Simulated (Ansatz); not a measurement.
Species: ethoxy(difluoro)borane, C$_{2}$H$_{5}$BF$_{2}$O, net charge 0, singlet state. 
Geometry from a B3LYP-D3(BJ)/def2-TZVP (Ansatz, an electronic-structure program) optimisation:
```
C
H 1 1.0897
H 1 1.0915 2 108.42
O 1 1.4385 2 105.71 3 -117.54
B 4 1.3392 1 122.40 2 146.61
F 5 1.3262 4 119.60 1 178.76
F 5 1.3350 6 117.54 4 -179.85
C 1 1.5143 2 111.06 3 122.30
H 8 1.0905 1 110.63 2 60.59
H 8 1.0913 9 108.64 1 -121.96
H 8 1.0918 9 108.48 10 -117.34
```

Wanted: vertical ionisation energy (to the doublet state of charge +1; each state is the SCF solution reached for its spin), in eV. Correlated levels leave the core frozen unless marked. Open shells are spin-unrestricted. Spin-orbit coupling is left out. No relativistic terms. CBS(X,Y): correlation extrapolated as X^-3; Hartree-Fock from the larger set. The bracket is a focal-point correction in the basis named.

RI-MP2/CBS(aug-cc-pVTZ,aug-cc-pVQZ)+[CCSD(T)-MP2]/aug-cc-pVTZ (Ansatz) gives 12.10 eV.

Q: Another calculation gave 11.62 eV. Which level was it?
(A) wB97X-V/def2-TZVPD (Ansatz)
(B) PBE0/def2-TZVPD (Ansatz)
(C) SVWN5/def2-TZVPD (Ansatz)
(D) PBE/def2-TZVPD (Ansatz)

A: B, PBE0/def2-TZVPD (Ansatz). The others give 11.46 (SVWN5), 11.80 (wB97X-V), 11.26 (PBE) eV.
